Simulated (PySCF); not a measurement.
C5H8F3PSi.
Structure used (PBE0-D3(BJ)/def2-SVP), in Å, numbered top down from 1:
```xyz
18
C5H8F3PSi angstrom
C      2.350    1.276   -0.400
C      1.421    0.094   -0.323
Si     1.742   -1.284    0.933
C      0.329   -0.047   -1.034
P     -1.001   -0.344   -1.956
C     -2.337    0.414   -0.859
C     -2.552   -0.276    0.463
F     -1.509   -0.134    1.289
F     -2.765   -1.586    0.312
F     -3.619    0.231    1.094
H      3.374    0.947   -0.638
H      2.396    1.792    0.573
H      2.026    1.996   -1.164
H      3.124   -1.820    0.728
H      1.669   -0.708    2.311
H      0.737   -2.367    0.765
H     -3.284    0.352   -1.415
H     -2.130    1.476   -0.666
```

All values: PBE0/pcSseg-1 (PySCF, non-relativistic), on one gas-phase PBE0-D3(BJ)/def2-SVP geometry that isn't relaxed in the solvent. The solvent is an IEF-PCM continuum (Bondi radii, 1.10 Å for H, scaled by 1.2). Only the electrostatic response of the medium enters.

```csv
run,E − E(gas) (kcal/mol),HOMO (eV),HOMO–LUMO gap (eV),dipole (D)
gas,0.00,-7.19,5.59,2.29
P,-3.59,-7.11,5.61,2.91
Q,-3.21,-7.11,5.60,2.84
```

Question: The runs were made in acetone and dichloromethane. Which run belongs to which solvent?

Answer: P = acetone, Q = dichloromethane. The dielectric constants are 8.93 (dichloromethane), 20.49 (acetone), and the energy falls further as ε rises. In this model the ground state sees the solvent through ε alone.

Question: How constant is the ratio of the lowering to (ε − 1)/(2ε + 1)?

Answer: 
| solvent | (ε − 1)/(2ε + 1) | E − E(gas) (kcal/mol) | ratio (kcal/mol) | polarisation term (kcal/mol) |
| --- | --- | --- | --- | --- |
| dichloromethane | 0.420 | -3.21 | -7.6 | -3.65 |
| acetone | 0.464 | -3.59 | -7.7 | -4.15 |

The ratio changes by +1.3 % in size from dichloromethane to acetone. The polarisation term is half the interaction of the solute with the induced surface charges.
